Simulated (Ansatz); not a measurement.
```yaml
crystal:
  periodic: [false, false, false]
  atoms:
    - {symbol: O, position_ang: [-0.840886, 0.048282, 0.761505]}
    - {symbol: C, position_ang: [-0.238701, 0.441111, 0.453199]}
    - {symbol: C, position_ang: [0.188833, -0.025839, -0.391695]}
    - {symbol: O, position_ang: [-0.268724, -0.806444, -0.646225]}
    - {symbol: Br, position_ang: [1.495205, -0.257994, 0.079677]}
    - {symbol: H, position_ang: [0.037678, 1.131427, 0.650964]}
    - {symbol: H, position_ang: [0.267454, 0.437460, -0.983588]}
    - {symbol: H, position_ang: [-0.627106, -0.864037, -0.088426]}
basis:
  gaussian: {orbitals: aug-cc-pVTZ}
total_charge: -1
magnetization: {spin_polarized: true, initial_magnetization: 1}
hamiltonian: {xc: {name: CAM-B3LYP}}
```

```sh
$ ansatz run in.yaml --threads 4 --pin off --events-out ev --progress --plain --max-ram 10444MiB
```

Shortened log:

```
Functional definition: CAM-B3LYP
1486 factors; their error is unknown
444 factors; integrals over basis functions are off by at most 1.8e-5 eV
mean field evaluation 1: about -76184.8916 eV, gradient 7.3e1 eV
mean field evaluation 2: about -76176.6212 eV, gradient 8.3e1 eV
mean field evaluation 4: about -76199.0248 eV, gradient 3.2e0 eV
mean field evaluation 8: about -76199.0763 eV, gradient 9.7e-2 eV
mean field evaluation 16: about -76199.2205 eV, gradient 3.8e-3 eV
mean field evaluation 32: about -76199.2205 eV, gradient 3.1e-5 eV
mean field -76199.22046237 eV, -2800.2697023053 hartree, gradient 1.1e-5 eV, S^2 0.750043; 6 other end points of the search recorded, 0 dependent functions left out
reference -76199.22054337 eV, -2800.2697052821 hartree; 34, 33 occupied and 278, 279 virtual orbitals, 1486 factors
Total energy: -76199.22054337 eV, -2800.2697052821 hartree
```

Task: What is wrong with this run?

Result: The geometry is squeezed to about two thirds of its size. The calculation finished and met its thresholds. The result belongs to that input, not to the molecule as meant.
